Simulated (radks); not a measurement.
Charge is removed step by step from the 5s up level of Ru, starting from [Kr] 4d7 5s(up 1, down 0). Method: non-relativistic Kohn-Sham, r2SCAN, spin-polarised, spherical densities, point nucleus; open shells are filled with parallel spins first (spin-orbit coupling, left out, can overturn this in heavy ions); meta-GGA in the generalised Kohn-Sham scheme; relativity is left out, which matters for an element this heavy; computed with a radial shooting solver on a logarithmic mesh with Libxc functionals.

removed (e)  E - E(0) (eV)  eigenvalue (eV)  E minus straight line (eV)
0                    0.000           -4.626                       0.000
0.125                0.616           -5.235                      -0.282
0.25                 1.309           -5.847                      -0.487
0.375                2.080           -6.495                      -0.614
0.5                  2.934           -7.166                      -0.658
0.625                3.871           -7.831                      -0.619
0.75                 4.891           -8.496                      -0.496
0.875                5.995           -9.168                      -0.290
1                    7.183           -9.839                       0.000

Removing the whole electron costs 7.183 eV by Delta-SCF, against 4.626 eV from minus the eigenvalue at the starting occupation. Slater's transition state (half an electron removed) gives 7.166 eV. Integrating minus the eigenvalue over the occupation (Janak's theorem) gives 7.183 eV. The mean slope of the eigenvalue, de/dn, is 5.21 eV per electron. Ionisation energy of Ru in the NIST Atomic Spectra Database: 7.361 eV (measured).
